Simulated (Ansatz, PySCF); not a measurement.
Gas-phase reaction (SMILES): OO (H2O2) [hydrogen peroxide] -> [O]O + H atom; the H-O bond at the site shown breaks (other sites are not compared here).

Geometries: B3LYP-D3(BJ)/def2-TZVP minima from Ansatz (a program for electronic structure), one conformer each, not searched for the lowest. Valence correlation only, unless marked. Open shells are spin-unrestricted. No spin-orbit coupling. Non-relativistic. CBS marks a two-point X^-3 extrapolation of the correlation energy; Hartree-Fock from the larger set. Thermal terms are rigid-rotor harmonic-oscillator values from B3LYP-D3(BJ) frequencies (PySCF) at 298.15 K and 1 atm. 1 Eh = 627.5095 kcal/mol. Atoms have translation alone. Electronic entropy comes from spin alone.

```csv
species,"E, CCSD(T)/CBS(def2-TZVPPD,def2-QZVPPD) (Ansatz) (Eh)","E, PBE/def2-TZVPD (Ansatz) (Eh)",H - E (Eh),G - E (Eh)
OO (H2O2),-151.43638,-151.46783,0.03051,0.00468
[O]O,-150.78632,-150.83066,0.01784,-0.00814
H atom,-0.49998,-0.49962,0.00236,-0.01065
```

Question: Work out ΔE and ΔH, ΔG, ΔS and the equilibrium constant at 298.15 K at the first level, then ΔH at the second.

Answer: 
1. ΔE = [(-150.78632) + (-0.49998)] - [(-151.43638)] = 0.15008 Eh = 94.2 kcal/mol at CCSD(T)/CBS(def2-TZVPPD,def2-QZVPPD).
2. The terms H - E add up to -0.01031 Eh, so ΔH = (0.15008 + (-0.01031))×627.5095 = 87.7 kcal/mol.
3. The terms G - E add up to -0.02347 Eh, so ΔG = 79.4 kcal/mol, and ΔS = (-0.01031 - (-0.02347))×627509.5/298.15 = 27.7 cal/(mol K).
4. log10 K = -ΔG/(RT ln 10) = -58.2, with RT ln 10 = 1.3642 kcal/mol.
5. With ΔH and ΔS taken as constant, ΔG changes sign near ΔH/ΔS = 3170 K, a rough figure that leaves out heat capacities.
6. At PBE/def2-TZVPD the same steps give ΔE = 86.3 and ΔH = 79.8 kcal/mol, a shift of -7.9 from the first level.
7. Tabulated enthalpies of formation (OO (H2O2) -32.4 kcal/mol, ATcT 1.112; [O]O 2.9 kcal/mol, ATcT 1.112; H atom 52.1 kcal/mol, ATcT 1.112) give ΔH = 87.4, so the errors are +0.3 and -7.6 kcal/mol; the tables hold anharmonic motion, scalar relativity, spin-orbit effects, and any other conformers, which both levels lack, and core correlation, which the frozen-core level lacks.
